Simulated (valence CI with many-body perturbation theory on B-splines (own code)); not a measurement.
## Sensitivity of CI+MBPT for Ta+

Calculated by configuration interaction combined with many-body perturbation theory (CI+MBPT): four valence electrons over a frozen Dirac-Fock core [Xe] 4f14, radial functions for each j: 6 s, 6 p, 5 d, 5 f, 1 g, with the one-electron correlation potential Σ1, the two-electron term Σ2, the three-electron term Σ3, Breit, model QED; selected CI, second order for the rest, scaled by the run's own slope (own B-spline code, finite nucleus).

Set against measurement, 11 paired levels are off by 325 cm⁻¹ on average, the worst by 649. These come from a selection out of the NIST Handbook of Basic Atomic Spectroscopic Data. Levels without a partner in it may be off by more, other configurations by 1,000 to 4,000 cm⁻¹. Only levels of the ground parity were solved; by the run's estimate the other parity begins above the list, which can be wrong where configurations are misplaced.

The reference run has the lowest level 5d³6s ⁵F_1 and an ionisation energy of 14.8599 eV. Its largest variational space holds 10000 state functions.

Names give the largest LS component (configuration and term), which can be under half, so a name can repeat, a term be missing and a line seem to break the LS rules; names also repeat where a configuration has a term twice.

Changed runs:
A. hole-hole ladder in Σ2 on → off; scale of Σ1 1 → 0.8
B. highest l with Σ1, explicit Σ2 and valence Breit (higher l get mean screening factors) 3 → 1; Davidson tolerance 2e-05 → 0.001
C. Davidson tolerance 2e-05 → 0.0003
D. start configuration 5d3 6s1 → 5s4 (bad on purpose)

Excitation energies of the reference run in cm⁻¹, and shifts in cm⁻¹:

| Level | Reference | A | C |
| --- | --- | --- | --- |
| 5d³6s ⁵F_2 | 1010 | -42 | -0.1 |
| 5d³6s ⁵F_3 | 2557 | -116 | 0 |
| 5d²6s² ³F_2 | 3829 | -628 | -0.2 |
| 5d³6s ⁵F_4 | 4310 | -175 | -0.1 |
| 5d³6s ³P_0 | 4556 | +284 | 0 |
| 5d³6s ³P_1 | 5763 | +194 | 0 |
| 5d³6s ⁵F_5 | 6099 | -216 | 0 |
| 5d³6s ³P_2 | 6169 | +89 | -0.1 |
| 5d²6s² ³F_3 | 7356 | -753 | -0.2 |
| 5d³6s ³F_2 | 9933 | +64 | -0.1 |
| 5d²6s² ³F_4 | 10229 | -695 | -0.2 |
| 5d³6s ⁵P_1 | 10976 | +201 | 0 |
| Ionisation energy (eV) | 14.8599 | -0.1061 | 0 |

Run B ends with another lowest level, 5d²6s² ³F_2, and an ionisation energy of 15.5029 eV.

Run D: It gave no result: a shell was given more electrons than it holds. The program said: "a valence shell holds more than 4l+2 electrons".
